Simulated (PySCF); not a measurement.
Gas-phase reaction: GaI3 + 2 H = GaI + 2 HI

Method: PySCF energies (xtb for GFN2) plus ideal-gas RRHO corrections (1 bar). † marks an energy on the PBE0/def2-TZVP geometry and frequencies; other levels use their own. MP2 and CCSD(T) freeze the core. Open shells (unrestricted): H (multiplicity 2); the rest are closed-shell singlets. GFN2 has no spin-polarisation term. I: scalar-relativistic def2 core potential, no spin-orbit coupling. Ga: all electrons, no relativistic terms. MP2 isn't extrapolated to the basis-set limit; its ΔH°(298 K) is -132.5 kJ in def2-SVP and -140.0 kJ in def2-TZVPP. CCSD(T) isn't extrapolated to the basis-set limit; its ΔH°(298 K) is -188.8 kJ in def2-SVP and -196.4 kJ in def2-TZVPP. The harmonic model lacks anharmonicity and excited electronic states, which grow with temperature; levels with a mode under 35 cm⁻¹ are left out. Soft modes under 120 cm⁻¹ make the harmonic entropy rough for GaI3.

```
level              ΔE electronic, kJ  ΔH°(298 K), kJ  ΔS°(298 K), J/K  ΔG°(600 K), kJ
-----------------  -----------------  --------------  ---------------  --------------
CCSD(T)/def2-SVP†               -207            -189               58            -220
GFN2-xTB                        -328            -309               56            -340
M06-2X/def2-TZVP†               -194            -175               58            -207
MP2/def2-SVP†                   -151            -133               58            -164
MP2/def2-TZVPP†                 -159            -140               58            -172
```
ΔH° is lowest at GFN2-xTB and highest at MP2/def2-SVP†. No reference value is set beside these.
